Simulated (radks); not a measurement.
The numbers below are computed, except where a source is named.
Question: Ionisation of the carbon ion C+, [He] 2s2 2p1, to C2+, [He] 2s2, under several functionals. Dirac Kohn-Sham, spin-unpolarised, spherical densities, finite nucleus; open shells fill j = l - 1/2 first; a radial shooting solver on a logarithmic mesh with Libxc functionals. The NIST Atomic Spectra Database gives 24.383 eV (measured). Rank these functionals by the error of their Delta-SCF ionisation energy: LDA (Slater exchange, VWN5 correlation); PBE; XLYP; LDA (Slater exchange, Perdew-Wang correlation); BLYP; OLYP; exchange-only B88; PBEsol.

Answer: From best to worst: LDA (Slater exchange, VWN5 correlation) 24.270 eV (-0.113); LDA (Slater exchange, Perdew-Wang correlation) 24.266 eV (-0.117); XLYP 24.238 eV (-0.145); BLYP 24.183 eV (-0.200); PBE 24.164 eV (-0.219); PBEsol 24.026 eV (-0.357); OLYP 23.944 eV (-0.439); exchange-only B88 23.305 eV (-1.078). Spin polarisation and multiplet splitting are left out, so open shells lie too high by an amount that depends on their filling.

Beside tabulated values, note that spin-unpolarised runs miss the spin-polarisation part of the exchange energy of open shells.
